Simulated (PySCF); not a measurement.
Ti(OtBu)2(OMe)2, C₁₀H₂₄O₄Ti (singlet state).
Bonds: Ti1–O2, Ti1–O16, Ti1–O30, Ti1–O35, O2–C3, C3–C4, C3–C5, C3–C6, O16–C17, C17–C18, C17–C19, C17–C20, O30–C31, O35–C36. Hydrogens: H7, H8, H9 on C4; H10, H11, H12 on C5; H13, H14, H15 on C6; H21, H22, H23 on C18; H24, H25, H26 on C19; H27, H28, H29 on C20; H32, H33, H34 on C31; H37, H38, H39 on C36.

Level of theory: PBE0-D3(BJ)/def2-SVP geometry optimisation, gas phase (PySCF 2.14.0).

How far are the bound atoms from Ti1?

4 atoms: O2 1.773 Å, O35 1.783 Å, O30 1.785 Å, O16 1.787 Å. The nearest atom not counted as bound is C17, at 3.03 Å (others tie with it).

List the angles at Ti1.

```csv
angle,degrees,distance of the outer atoms (Å)
O30–Ti1–O35,111.4,2.95
O16–Ti1–O30,110.3,2.93
O2–Ti1–O16,110.2,2.92
O2–Ti1–O30,109.4,2.90
O16–Ti1–O35,108.4,2.89
O2–Ti1–O35,107.1,2.86
```

What is the shape at Ti1?

Tetrahedral: angles from 107.1° to 111.4°; τ4 = (360° − α − β)/141° = 0.98 with α and β the two widest (0 for a square, 1 for a tetrahedron). The Ti–O distances aren't all alike: 1.773 to 1.787 Å.

What are the other bond lengths?

O2–C3, O16–C17 1.411 Å; C3–C4 and 5 like bonds 1.526 Å; O30–C31, O35–C36 1.382 Å. (A selection.)

Give some angles away from the centre.

Ti1–O2–C3 149.9°, O2–C3–C4 108.7°, O2–C3–C5 107.4°, C4–C3–C5 111.0°, Ti1–O16–C17 142.9°, C18–C17–C20 110.5°, Ti1–O30–C31 147.4°, Ti1–O35–C36 149.4°.

What are the rotational constants (commonest isotopes, rigid rotor)?

A = 520.1, B = 386.7, C = 324.0 MHz: an asymmetric top.

Point group: C1 (no symmetry element, even within 0.4 Å). Charge 0, singlet. PBE0-D3(BJ)/def2-SVP frequencies: not computed here.
